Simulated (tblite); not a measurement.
A geometry optimisation, step by step.

Species: C4H8NOSi2 (doublet state).
SMILES with atom numbers: `[O:1]=[CH:2][C:3]#[C:4][SiH2:5][NH:6][CH:7][SiH3:8]` (hydrogens: H9 on C2; H10, H11 on Si5; H12 on N6; H13 on C7; H14, H15, H16 on Si8)
Bond orders are those of one Lewis drawing.

Computed with GFN2-xTB (tblite), gas phase: L-BFGS steps from a force-field or distance-geometry start until the largest atomic force falls under 0.01 eV/Å. 10 of its 101 geometries are shown.

Step 0: E = -623.6308 eV, largest atomic force 4.874 eV/Å
```
atom  x, y, z in Å  |  force x, y, z in eV/Å
O1     -4.704    0.040    1.956   -0.129  -1.296  -3.062
C2     -4.553   -0.449    0.797    1.611   1.816   4.227
C3     -3.187   -0.528    0.327   -1.549  -0.221  -0.449
C4     -2.062   -0.565   -0.108   -0.306   0.101   0.259
Si5    -0.361   -0.630   -0.751    0.956   0.269  -0.115
N6      0.738    0.271    0.344    0.972  -0.088  -2.117
C7      2.077   -0.069   -0.130   -1.685  -0.366   2.328
Si8     3.418    0.966    0.628    0.737   0.085  -0.156
H9     -5.395   -0.800    0.243   -0.331  -0.287  -0.686
H10    -0.271    0.025   -2.072   -0.166  -0.123   0.079
H11     0.075   -2.030   -0.844   -0.059   0.132   0.154
H12     0.571    1.296    0.309    0.257  -0.931   0.281
H13     2.189   -1.157    0.104    0.057   0.790  -0.741
H14     3.368    0.964    2.101   -0.078   0.136  -0.088
H15     3.387    2.337    0.094   -0.121  -0.097   0.102
H16     4.701    0.336    0.259   -0.169   0.081  -0.016
```

Step 11: E = -624.5448 eV, largest atomic force 0.371 eV/Å
```
atom  x, y, z in Å  |  force x, y, z in eV/Å
O1     -4.763    0.035    1.968   -0.195  -0.082  -0.193
C2     -4.533   -0.425    0.870    0.213   0.070   0.295
C3     -3.213   -0.513    0.332   -0.065  -0.010  -0.223
C4     -2.076   -0.489   -0.093    0.050   0.081  -0.025
Si5    -0.392   -0.629   -0.851   -0.162  -0.102  -0.157
N6      0.760    0.251    0.116    0.109  -0.134   0.048
C7      2.062   -0.127    0.218    0.081   0.088  -0.129
Si8     3.475    0.968    0.695   -0.009   0.103   0.170
H9     -5.340   -0.811    0.206    0.220   0.065   0.083
H10    -0.381   -0.033   -2.208   -0.106  -0.186   0.101
H11     0.071   -2.028   -0.805   -0.100   0.170  -0.061
H12     0.572    1.206    0.390    0.032  -0.069   0.050
H13     2.238   -1.151   -0.086   -0.014   0.100   0.002
H14     3.444    1.093    2.173    0.145   0.100  -0.187
H15     3.352    2.328    0.106   -0.028  -0.277   0.120
H16     4.716    0.332    0.224   -0.171   0.083   0.107
```

Step 22: E = -624.6165 eV, largest atomic force 0.174 eV/Å
```
atom  x, y, z in Å  |  force x, y, z in eV/Å
O1     -4.801    0.032    1.981   -0.062  -0.041  -0.081
C2     -4.503   -0.404    0.894    0.101  -0.014  -0.111
C3     -3.188   -0.437    0.345    0.022   0.051   0.036
C4     -2.059   -0.406   -0.099    0.005   0.002   0.027
Si5    -0.406   -0.641   -0.889   -0.056   0.013   0.089
N6      0.765    0.203    0.096    0.014   0.017   0.016
C7      2.079   -0.123    0.184    0.026  -0.020  -0.004
Si8     3.458    0.974    0.748    0.031   0.003   0.001
H9     -5.254   -0.833    0.190    0.038   0.061   0.159
H10    -0.474   -0.132   -2.263    0.026   0.028  -0.076
H11     0.020   -2.038   -0.851   -0.006  -0.078  -0.003
H12     0.558    1.132    0.435   -0.071   0.004  -0.009
H13     2.285   -1.130   -0.145    0.043  -0.050  -0.050
H14     3.538    1.181    2.204   -0.063  -0.028  -0.024
H15     3.285    2.300    0.138   -0.010   0.011   0.007
H16     4.691    0.332    0.286   -0.036   0.041   0.024
```

Step 33: E = -624.6371 eV, largest atomic force 0.095 eV/Å
```
atom  x, y, z in Å  |  force x, y, z in eV/Å
O1     -4.828    0.059    1.986    0.002   0.014  -0.036
C2     -4.463   -0.361    0.913    0.020   0.005  -0.023
C3     -3.143   -0.333    0.387    0.051  -0.049   0.015
C4     -2.012   -0.347   -0.057   -0.041  -0.019  -0.084
Si5    -0.410   -0.685   -0.905    0.011   0.021   0.059
N6      0.773    0.142    0.078   -0.036   0.002  -0.020
C7      2.094   -0.141    0.140    0.025   0.052  -0.021
Si8     3.423    0.988    0.761   -0.004  -0.007  -0.039
H9     -5.164   -0.851    0.201   -0.010   0.039   0.065
H10    -0.438   -0.172   -2.285   -0.022  -0.029   0.000
H11    -0.048   -2.104   -0.868   -0.009  -0.010  -0.002
H12     0.519    1.048    0.447    0.050   0.010   0.063
H13     2.343   -1.113   -0.254    0.005  -0.066  -0.052
H14     3.414    1.159    2.219   -0.024  -0.005   0.039
H15     3.241    2.319    0.165   -0.017   0.032   0.008
H16     4.690    0.400    0.327    0.000   0.011   0.030
```

Step 44: E = -624.6556 eV, largest atomic force 0.141 eV/Å
```
atom  x, y, z in Å  |  force x, y, z in eV/Å
O1     -4.805    0.168    1.986    0.030  -0.011  -0.038
C2     -4.423   -0.310    0.945    0.021   0.055  -0.020
C3     -3.103   -0.312    0.423    0.060  -0.001  -0.036
C4     -2.001   -0.344   -0.085    0.052  -0.029   0.020
Si5    -0.397   -0.723   -0.914   -0.035  -0.068  -0.084
N6      0.801    0.095    0.056   -0.073  -0.059  -0.027
C7      2.131   -0.157    0.051   -0.048   0.062  -0.032
Si8     3.379    1.003    0.765    0.011   0.020   0.042
H9     -5.109   -0.833    0.245   -0.104  -0.008   0.054
H10    -0.406   -0.248   -2.316    0.001  -0.044   0.134
H11    -0.110   -2.166   -0.852    0.021   0.108  -0.006
H12     0.541    0.946    0.537    0.021  -0.049  -0.021
H13     2.402   -1.078   -0.443   -0.011   0.023  -0.035
H14     3.219    1.113    2.220    0.018  -0.001   0.076
H15     3.174    2.354    0.225   -0.011   0.029  -0.032
H16     4.701    0.502    0.412    0.047  -0.027   0.004
```

Step 56: E = -624.6844 eV, largest atomic force 0.121 eV/Å
```
atom  x, y, z in Å  |  force x, y, z in eV/Å
O1     -4.656    0.383    1.967   -0.030   0.045   0.055
C2     -4.386   -0.223    0.958    0.050   0.000  -0.032
C3     -3.095   -0.338    0.373    0.033  -0.004   0.005
C4     -1.973   -0.418   -0.082    0.021  -0.049  -0.025
Si5    -0.380   -0.825   -0.918   -0.031  -0.033  -0.022
N6      0.824    0.018    0.017   -0.071   0.020   0.020
C7      2.165   -0.101   -0.101   -0.027  -0.118  -0.004
Si8     3.316    1.029    0.803    0.002   0.022   0.028
H9     -5.160   -0.773    0.383    0.017   0.006  -0.009
H10    -0.383   -0.360   -2.313   -0.012  -0.012  -0.025
H11    -0.085   -2.261   -0.846    0.009  -0.015  -0.014
H12     0.533    0.757    0.642   -0.040   0.006   0.009
H13     2.477   -0.907   -0.752    0.018   0.099   0.038
H14     3.011    1.026    2.243   -0.009   0.015  -0.022
H15     3.093    2.395    0.305    0.037   0.058   0.041
H16     4.692    0.609    0.577    0.035  -0.039  -0.046
```

Step 67: E = -624.7090 eV, largest atomic force 0.097 eV/Å
```
atom  x, y, z in Å  |  force x, y, z in eV/Å
O1     -4.516    0.597    1.935    0.007  -0.031  -0.044
C2     -4.315   -0.123    0.984    0.018   0.022   0.003
C3     -3.054   -0.359    0.369   -0.034  -0.021   0.049
C4     -1.962   -0.564   -0.118    0.084   0.005   0.020
Si5    -0.362   -0.960   -0.944    0.000   0.005  -0.028
N6      0.799   -0.060   -0.001   -0.083   0.047  -0.020
C7      2.139   -0.021   -0.161    0.014  -0.009  -0.039
Si8     3.255    1.068    0.842   -0.019  -0.002  -0.052
H9     -5.137   -0.688    0.494    0.031   0.023   0.011
H10    -0.383   -0.488   -2.335    0.031   0.004  -0.053
H11    -0.035   -2.390   -0.894    0.003  -0.013   0.017
H12     0.451    0.554    0.721    0.002  -0.014   0.058
H13     2.506   -0.644   -0.964   -0.020  -0.009   0.032
H14     2.846    0.971    2.249    0.019   0.006   0.028
H15     3.122    2.480    0.445    0.002   0.005   0.012
H16     4.637    0.636    0.636   -0.055  -0.017   0.007
```

Step 78: E = -624.7167 eV, largest atomic force 0.034 eV/Å
```
atom  x, y, z in Å  |  force x, y, z in eV/Å
O1     -4.461    0.660    1.915    0.000   0.007   0.025
C2     -4.278   -0.099    0.991    0.000   0.015  -0.013
C3     -3.025   -0.387    0.387    0.006  -0.008   0.003
C4     -1.942   -0.613   -0.113    0.014   0.013  -0.014
Si5    -0.356   -0.992   -0.966    0.007  -0.008  -0.012
N6      0.770   -0.055   -0.016    0.012  -0.011   0.005
C7      2.108    0.018   -0.182   -0.014   0.012   0.013
Si8     3.222    1.084    0.847   -0.007  -0.011   0.004
H9     -5.114   -0.651    0.515   -0.001  -0.013  -0.002
H10    -0.354   -0.528   -2.361    0.012   0.001   0.004
H11    -0.014   -2.419   -0.903    0.000  -0.009   0.003
H12     0.415    0.482    0.763    0.008   0.018  -0.002
H13     2.481   -0.576   -1.004   -0.017   0.018  -0.005
H14     2.816    0.960    2.253   -0.003   0.008  -0.003
H15     3.136    2.510    0.490   -0.020  -0.027  -0.005
H16     4.590    0.614    0.639    0.002  -0.004  -0.001
```

Step 89: E = -624.7178 eV, largest atomic force 0.016 eV/Å
```
atom  x, y, z in Å  |  force x, y, z in eV/Å
O1     -4.435    0.686    1.912   -0.001   0.001   0.016
C2     -4.260   -0.084    0.997    0.004  -0.001  -0.014
C3     -3.012   -0.385    0.389    0.007   0.001  -0.009
C4     -1.935   -0.620   -0.119   -0.007  -0.002  -0.005
Si5    -0.350   -1.010   -0.971   -0.001   0.005   0.009
N6      0.766   -0.065   -0.017    0.000   0.004  -0.001
C7      2.100    0.029   -0.194   -0.004   0.003   0.003
Si8     3.207    1.082    0.854   -0.002  -0.008   0.001
H9     -5.102   -0.640    0.532    0.006   0.000   0.006
H10    -0.330   -0.547   -2.365    0.003  -0.003  -0.001
H11    -0.012   -2.439   -0.903   -0.003   0.006   0.003
H12     0.413    0.456    0.774   -0.005  -0.010  -0.006
H13     2.469   -0.529   -1.042    0.003  -0.005   0.000
H14     2.783    0.951    2.254    0.002  -0.002  -0.001
H15     3.114    2.508    0.500    0.000   0.010  -0.003
H16     4.577    0.616    0.655   -0.003   0.002   0.002
```

Step 100: E = -624.7181 eV, largest atomic force 0.008 eV/Å
```
atom  x, y, z in Å  |  force x, y, z in eV/Å
O1     -4.422    0.684    1.923    0.003   0.000   0.005
C2     -4.253   -0.080    1.000    0.001  -0.002  -0.006
C3     -3.010   -0.376    0.380    0.000  -0.001  -0.003
C4     -1.938   -0.616   -0.135    0.002  -0.002   0.003
Si5    -0.349   -1.014   -0.976    0.001   0.002   0.001
N6      0.762   -0.066   -0.020    0.000  -0.004   0.002
C7      2.097    0.030   -0.195   -0.001   0.000   0.004
Si8     3.201    1.083    0.856    0.001   0.003   0.002
H9     -5.097   -0.637    0.542    0.000   0.002   0.002
H10    -0.317   -0.556   -2.372    0.001  -0.005  -0.002
H11    -0.015   -2.443   -0.895   -0.006   0.000  -0.006
H12     0.407    0.445    0.776    0.002   0.008  -0.001
H13     2.469   -0.525   -1.043    0.000  -0.005  -0.005
H14     2.777    0.950    2.255   -0.001   0.000   0.002
H15     3.108    2.509    0.502    0.000   0.004   0.001
H16     4.574    0.620    0.660   -0.004  -0.001   0.000
```

Task: Summarise the path.

Result: The energy falls by 1.0873 eV from step 0 to step 100; nine tenths of that is first reached at step 20. It falls at every step. The largest force goes from 4.874 to 0.008 eV/Å. Among the bonds N6–C7 changes most, from 1.461 to 1.349 Å; the atoms move by 0.607 Å rms after alignment.

Task: Follow the three bonds and two angles with the largest change from start to end.

Result: 
```json
{"step": "0", "E above end (eV)": "1.0873", "largest force (eV/Å)": "4.874", "N6–C7 (Å)": "1.461", "O1=C2 (Å)": "1.267", "Si5–N6 (Å)": "1.793", "Si5–N6–C7 (°)": "104.3", "C3–C2–H9 (°)": "123.9"}
{"step": "4", "E above end (eV)": "0.4030", "largest force (eV/Å)": "1.007", "N6–C7 (Å)": "1.364", "O1=C2 (Å)": "1.222", "Si5–N6 (Å)": "1.721", "Si5–N6–C7 (°)": "115.4", "C3–C2–H9 (°)": "114.4"}
{"step": "9", "E above end (eV)": "0.2126", "largest force (eV/Å)": "0.355", "N6–C7 (Å)": "1.357", "O1=C2 (Å)": "1.212", "Si5–N6 (Å)": "1.765", "Si5–N6–C7 (°)": "121.6", "C3–C2–H9 (°)": "113.9"}
{"step": "13", "E above end (eV)": "0.1395", "largest force (eV/Å)": "0.344", "N6–C7 (Å)": "1.357", "O1=C2 (Å)": "1.208", "Si5–N6 (Å)": "1.738", "Si5–N6–C7 (°)": "123.5", "C3–C2–H9 (°)": "114.6"}
{"step": "17", "E above end (eV)": "0.1156", "largest force (eV/Å)": "0.166", "N6–C7 (Å)": "1.358", "O1=C2 (Å)": "1.209", "Si5–N6 (Å)": "1.753", "Si5–N6–C7 (°)": "124.1", "C3–C2–H9 (°)": "113.3"}
{"step": "22", "E above end (eV)": "0.1016", "largest force (eV/Å)": "0.174", "N6–C7 (Å)": "1.356", "O1=C2 (Å)": "1.208", "Si5–N6 (Å)": "1.748", "Si5–N6–C7 (°)": "124.7", "C3–C2–H9 (°)": "111.6"}
{"step": "26", "E above end (eV)": "0.0955", "largest force (eV/Å)": "0.075", "N6–C7 (Å)": "1.356", "O1=C2 (Å)": "1.208", "Si5–N6 (Å)": "1.748", "Si5–N6–C7 (°)": "124.9", "C3–C2–H9 (°)": "112.6"}
{"step": "30", "E above end (eV)": "0.0881", "largest force (eV/Å)": "0.128", "N6–C7 (Å)": "1.357", "O1=C2 (Å)": "1.208", "Si5–N6 (Å)": "1.745", "Si5–N6–C7 (°)": "124.8", "C3–C2–H9 (°)": "111.4"}
{"step": "35", "E above end (eV)": "0.0787", "largest force (eV/Å)": "0.089", "N6–C7 (Å)": "1.353", "O1=C2 (Å)": "1.208", "Si5–N6 (Å)": "1.745", "Si5–N6–C7 (°)": "126.2", "C3–C2–H9 (°)": "111.3"}
{"step": "39", "E above end (eV)": "0.0710", "largest force (eV/Å)": "0.091", "N6–C7 (Å)": "1.353", "O1=C2 (Å)": "1.207", "Si5–N6 (Å)": "1.744", "Si5–N6–C7 (°)": "125.8", "C3–C2–H9 (°)": "110.8"}
{"step": "43", "E above end (eV)": "0.0651", "largest force (eV/Å)": "0.119", "N6–C7 (Å)": "1.353", "O1=C2 (Å)": "1.207", "Si5–N6 (Å)": "1.747", "Si5–N6–C7 (°)": "125.8", "C3–C2–H9 (°)": "109.9"}
{"step": "48", "E above end (eV)": "0.0530", "largest force (eV/Å)": "0.147", "N6–C7 (Å)": "1.354", "O1=C2 (Å)": "1.207", "Si5–N6 (Å)": "1.743", "Si5–N6–C7 (°)": "125.9", "C3–C2–H9 (°)": "111.2"}
{"step": "52", "E above end (eV)": "0.0422", "largest force (eV/Å)": "0.161", "N6–C7 (Å)": "1.353", "O1=C2 (Å)": "1.210", "Si5–N6 (Å)": "1.745", "Si5–N6–C7 (°)": "126.8", "C3–C2–H9 (°)": "111.5"}
{"step": "57", "E above end (eV)": "0.0317", "largest force (eV/Å)": "0.116", "N6–C7 (Å)": "1.351", "O1=C2 (Å)": "1.208", "Si5–N6 (Å)": "1.743", "Si5–N6–C7 (°)": "126.5", "C3–C2–H9 (°)": "112.3"}
{"step": "61", "E above end (eV)": "0.0238", "largest force (eV/Å)": "0.158", "N6–C7 (Å)": "1.353", "O1=C2 (Å)": "1.211", "Si5–N6 (Å)": "1.745", "Si5–N6–C7 (°)": "126.8", "C3–C2–H9 (°)": "112.6"}
{"step": "65", "E above end (eV)": "0.0127", "largest force (eV/Å)": "0.137", "N6–C7 (Å)": "1.352", "O1=C2 (Å)": "1.208", "Si5–N6 (Å)": "1.745", "Si5–N6–C7 (°)": "127.7", "C3–C2–H9 (°)": "112.3"}
{"step": "70", "E above end (eV)": "0.0051", "largest force (eV/Å)": "0.078", "N6–C7 (Å)": "1.352", "O1=C2 (Å)": "1.209", "Si5–N6 (Å)": "1.747", "Si5–N6–C7 (°)": "127.3", "C3–C2–H9 (°)": "112.1"}
{"step": "74", "E above end (eV)": "0.0025", "largest force (eV/Å)": "0.069", "N6–C7 (Å)": "1.350", "O1=C2 (Å)": "1.210", "Si5–N6 (Å)": "1.746", "Si5–N6–C7 (°)": "127.3", "C3–C2–H9 (°)": "112.2"}
{"step": "78", "E above end (eV)": "0.0014", "largest force (eV/Å)": "0.034", "N6–C7 (Å)": "1.350", "O1=C2 (Å)": "1.209", "Si5–N6 (Å)": "1.746", "Si5–N6–C7 (°)": "126.9", "C3–C2–H9 (°)": "112.4"}
{"step": "83", "E above end (eV)": "0.0005", "largest force (eV/Å)": "0.025", "N6–C7 (Å)": "1.349", "O1=C2 (Å)": "1.210", "Si5–N6 (Å)": "1.745", "Si5–N6–C7 (°)": "126.8", "C3–C2–H9 (°)": "112.2"}
{"step": "87", "E above end (eV)": "0.0003", "largest force (eV/Å)": "0.016", "N6–C7 (Å)": "1.349", "O1=C2 (Å)": "1.209", "Si5–N6 (Å)": "1.746", "Si5–N6–C7 (°)": "126.7", "C3–C2–H9 (°)": "112.4"}
{"step": "91", "E above end (eV)": "0.0002", "largest force (eV/Å)": "0.015", "N6–C7 (Å)": "1.349", "O1=C2 (Å)": "1.209", "Si5–N6 (Å)": "1.746", "Si5–N6–C7 (°)": "126.7", "C3–C2–H9 (°)": "112.3"}
{"step": "96", "E above end (eV)": "0.0001", "largest force (eV/Å)": "0.018", "N6–C7 (Å)": "1.349", "O1=C2 (Å)": "1.210", "Si5–N6 (Å)": "1.745", "Si5–N6–C7 (°)": "126.7", "C3–C2–H9 (°)": "112.3"}
{"step": "100", "E above end (eV)": "0.0000", "largest force (eV/Å)": "0.008", "N6–C7 (Å)": "1.349", "O1=C2 (Å)": "1.209", "Si5–N6 (Å)": "1.746", "Si5–N6–C7 (°)": "126.7", "C3–C2–H9 (°)": "112.3"}
```

What follows is the cost of the whole relaxation. The run took 0.9 s on one thread, Arm Neoverse V1 (aarch64), shared host.
